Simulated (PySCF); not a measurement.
Give a PBE0-D3(BJ)/def2-SVP geometry of `[GeH3][n]1ccpc1C1CC1`.

Z-matrix in Å and degrees, rows numbered from 1:
```
Ge
N   1  1.8813
C   2  1.3742  1  122.96
C   3  1.3693  2  113.40  1   177.73
P   4  1.7698  3  111.64  2     0.31
C   2  1.3706  1  123.96  3   177.79
C   6  1.4802  2  119.47  1     3.07
C   7  1.4983  6  120.20  2  -151.54
C   8  1.4945  7   60.84  6   110.02
H   1  1.5320  2  108.94  3  -115.98
H   1  1.5332  2  104.25  3     3.50
H   1  1.5335  2  108.52  3   122.65
H   3  1.0913  2  119.00  1    -1.99
H   4  1.0906  3  122.90  2  -179.88
H   7  1.0983  6  114.89  2    64.28
H   8  1.0921  7  117.78  9   109.16
H   8  1.0931  7  117.00  9  -108.25
H   9  1.0931  7  116.99  8   107.91
H   9  1.0933  7  117.90  8  -108.80
```

The 5 C–C bonds span 1.369 Å (C3–C4, aromatic) to 1.515 Å (C7–C9, drawn single), a spread of 0.146 Å. Of the pairs four or more bonds apart, P5···H17 is among the closest relative to their van der Waals radii: 2.97 Å, 99 % of the sum of Bondi's values. Ge1 (germanium bonded to N and 3 H) is distorted tetrahedral (angles from 104.2° to 111.8°). The 5-membered ring N2–C3–C4–P5–C6 has internal angles of 88.9° to 113.4° (sum 540°, against 540° for a flat polygon); it is planar, 0.00 Å rms from its mean plane, widest ring torsion 0°.

Level of theory: PBE0-D3(BJ)/def2-SVP geometry optimisation, gas phase (PySCF).

Point group: C1 (no symmetry element, even within 0.4 Å). No frequency check. The numbers are those of one conformer (P5–C6–C7–C8 30°).
